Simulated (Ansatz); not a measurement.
H₄P₂, charge -1, doublet, at the geometry of the source list (a state made from the parent by changing its charge; the spin is typed, not shown lowest) (a gas-phase anion, which may not be bound at this level); MP2 on PBE0/def2-SVP run with Ansatz (a program for electronic structure).

Input for Ansatz:
Ansatz 0.2 input:
```yaml
crystal:
  periodic: [false, false, false]
  atoms:
    - {symbol: P, position_ang: [-1.05390000, -0.32340000, 0.49450000]}
    - {symbol: P, position_ang: [1.04430000, 0.20510000, 0.57190000]}
    - {symbol: H, position_ang: [-1.46950000, 1.00040000, 0.36180000]}
    - {symbol: H, position_ang: [-1.15570000, -0.55740000, -0.87600000]}
    - {symbol: H, position_ang: [1.46490000, -1.05830000, 0.15990000]}
    - {symbol: H, position_ang: [1.17000000, 0.73350000, -0.71200000]}
basis:
  gaussian:
    orbitals: def2-SVP
hamiltonian:
  xc: pbe0
total_charge: -1
magnetization: {spin_polarized: true, initial_magnetization: 1}
correlation: {method: mp2}
```

It wrote (shortened):

```
Functional definition: PBE0
531 factors; integrals over basis functions are off by at most 1.2e-3 eV
mean field evaluation 1: about -18626.1277 eV, gradient 8.3e0 eV
mean field evaluation 2: about -18626.2346 eV, gradient 8.3e0 eV
mean field evaluation 4: about -18626.6953 eV, gradient 6.3e-1 eV
mean field evaluation 8: about -18626.6998 eV, gradient 3.0e-2 eV
mean field evaluation 16: about -18626.7000 eV, gradient 3.2e-3 eV
mean field evaluation 32: about -18626.7038 eV, gradient 1.1e-4 eV
mean field evaluation 64: about -18626.7036 eV, gradient 2.6e-5 eV
mean field evaluation 96: about -18626.6957 eV, gradient 1.6e-2 eV
mean field evaluation 128: about -18626.6874 eV, gradient 2.1e-1 eV
mean field -18626.70375898 eV, -684.5187375091 hartree, gradient 2.5e-7 eV, S^2 0.754553; 9 other end points of the search recorded, 0 dependent functions left out
10 core orbitals not correlated
reference -18596.98181546 eV, -683.4264762312 hartree; 8, 7 occupied and 38, 39 virtual orbitals, 531 factors
second order -7.49899314 eV of doubles, -0.17675584 eV of singles
Total energy: -18604.65756444 eV, -683.7085548032 hartree
```
